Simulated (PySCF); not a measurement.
Method: PBE0/pcSseg-1 in PySCF (dipole) on a GFN2-xTB geometry, gas phase. Rigid rotors, one computed conformer each.

Species:
1. `[CH3:1][CH2:2][CH2:3][P:4]([CH3:5])[C:6](=[O:7])[O:8][CH3:9]` with C1–C2–C3–P4 61°, C2–C3–P4–C5 76°, C3–P4–C6–O7 25°, P4–C6–O8–C9 -176°
2. `[CH3:1][CH2:2][P:3]1(=[O:4])[CH2:5][CH2:6][O:7][CH2:8][CH2:9]1` with C1–C2–P3–O4 54°, C2–P3–C5–C6 -165°, P3–C5–C6–O7 63°, C5–C6–O7–C8 -70°, C6–O7–C8–C9 70°
3. `[CH3:1][C:2](=[O:3])[c:4]1[n:5][n:6]([CH3:7])[n:8][c:9]1[CH3:10]` with C1–C2–C4–N5 -1°
4. `[CH2:1]=[CH:2][c:3]1[c:4]([O:5][CH3:6])[n:7][n:8][n:9]1[CH3:10]` with C1–C2–C3–C4 0°, C3–C4–O5–C6 180°
5. `[CH3:1][C:2]([CH3:3])([CH3:4])[NH:5][SiH2:6][SiH2:7][NH2:8]` with C2–N5–Si6–Si7 -169°, N5–Si6–Si7–N8 -159°, Si6–Si7–N8–H -46° and 177°

Rotational constants (MHz) and dipole components (D):

```json
{"set": "P", "A": "2620", "B": "993.3", "C": "907.5", "μa": "0.69", "μb": "0.22", "μc": "2.99"}
{"set": "Q", "A": "3201", "B": "573.1", "C": "552.4", "μa": "0.05", "μb": "0.23", "μc": "0.75"}
{"set": "R", "A": "1912", "B": "1278", "C": "773.3", "μa": "1.59", "μb": "2.11", "μc": "0.00"}
{"set": "S", "A": "3035", "B": "705.5", "C": "637.7", "μa": "0.60", "μb": "1.54", "μc": "0.84"}
{"set": "T", "A": "2189", "B": "1116", "C": "749.3", "μa": "3.04", "μb": "1.71", "μc": "0.02"}
```

Q: Which set belongs to which species?

A: P = 2, Q = 5, R = 4, S = 1, T = 3.

- 1 (set S): mass 148.1 u, 9 heavy atoms, longest extent 8.7 Å, C1, near-prolate asymmetric top, Ia, Ib, Ic = 166.5, 716.4, 792.5 u·Å².
- 2 (set P): mass 148.1 u, 9 heavy atoms, longest extent 7.2 Å, C1, asymmetric top, Ia, Ib, Ic = 192.9, 508.8, 556.9 u·Å².
- 3 (set T): mass 139.1 u, 10 heavy atoms, longest extent 7.1 Å, asymmetric top, Ia, Ib, Ic = 230.9, 453.0, 674.5 u·Å².
- 4 (set R): mass 139.1 u, 10 heavy atoms, longest extent 7.3 Å, Cs, asymmetric top, Ia, Ib, Ic = 264.3, 395.6, 653.5 u·Å².
- 5 (set Q): mass 148.1 u, 8 heavy atoms, longest extent 8.7 Å, C1, near-prolate asymmetric top, Ia, Ib, Ic = 157.9, 881.8, 914.9 u·Å².

Each constant is 505379 MHz·u·Å² over a principal moment. Point groups hold within 0.08 Å; constants that symmetry makes equal can differ a little in the computed geometry, and forbidden dipole components can keep a residue. No structure here is proved a minimum.
